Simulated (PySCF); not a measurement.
**How methods differ on the ionisation energy of Tc⁺**

Tc⁺ [Kr] 4d5 5s1 (7S) → Tc²⁺ [Kr] 4d5 (6S), as a difference of total energies. All numbers are calculated (PySCF 2.14, a scalar-relativistic core potential, in def2-TZVPPD with the def2 core potential (28 electrons) (6s4p3d2f1g, 56 functions)). Correlated levels: valence and next inner shell: nothing frozen outside the core potential. The calculations carry no spin-orbit coupling.

| method | ionisation energy (eV) | difference from reference (eV) |
| --- | --- | --- |
| UHF | 14.288 | -0.972 |
| MP2 (valence and next inner shell) | 15.235 | -0.025 |
| SCS-MP2 (valence and next inner shell) | 14.864 | -0.396 |
| CCSD (valence and next inner shell) | 15.104 | -0.156 |
| CCSD(T) (valence and next inner shell) | 15.156 | -0.104 |

Reference: 15.26 eV (semi-empirical (NIST evaluation); NIST Atomic Spectra Database, ionization energies).

Errors of the correlated levels include the incompleteness of this basis.
